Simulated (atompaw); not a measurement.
## u(r) = r·R(r): atom against pseudo-atom (Be)

Columns: radius, all-electron u(r) and pseudo u(r) of the 2s shell (level -9.46 eV) of beryllium in the configuration [He] 2s1.5 2p0; LDA (PW92), non-relativistic, PAW (atompaw) scheme, atompaw 4.2.0.5.

| r (bohr) | all-electron | pseudo |
| --- | --- | --- |
| 0.115 | 0.2294 | -0.0698 |
| 0.231 | 0.2742 | -0.1393 |
| 0.346 | 0.2249 | -0.2062 |
| 0.462 | 0.1303 | -0.2710 |
| 0.577 | 0.0191 | -0.3316 |
| 0.692 | -0.0943 | -0.3881 |
| 0.808 | -0.2026 | -0.4402 |
| 0.923 | -0.2997 | -0.4867 |
| 1.038 | -0.3846 | -0.5277 |
| 1.154 | -0.4576 | -0.5634 |
| 1.269 | -0.5173 | -0.5932 |
| 1.385 | -0.5657 | -0.6176 |
| 1.500 | -0.6026 | -0.6365 |
| 1.615 | -0.6296 | -0.6502 |
| 1.731 | -0.6477 | -0.6590 |
| 1.846 | -0.6578 | -0.6632 |
| 1.962 | -0.6611 | -0.6631 |
| 2.077 | -0.6584 | -0.6589 |
| 2.192 | -0.6508 | -0.6508 |
| 2.308 | -0.6389 | -0.6389 |
| 2.423 | -0.6237 | -0.6237 |
| 2.538 | -0.6058 | -0.6058 |
| 2.654 | -0.5856 | -0.5856 |
| 2.769 | -0.5640 | -0.5640 |
| 2.885 | -0.5410 | -0.5410 |
| 3.000 | -0.5174 | -0.5174 |

Task: How many radial nodes do the two functions have?

Result: The all-electron 2s function has n − l − 1 = 1; the pseudo-wave has 0, since the states of the same l below it are removed with the core.

Task: At about which radius was the pseudo-wave matched?

Result: 2.25 bohr, where the columns begin to agree (steps of 0.12 bohr).

Task: Is the pseudo-wave norm-conserving?

Result: No, it belongs to a PAW set: the norm inside the radius is not constrained, and the difference is carried by the augmentation charge.
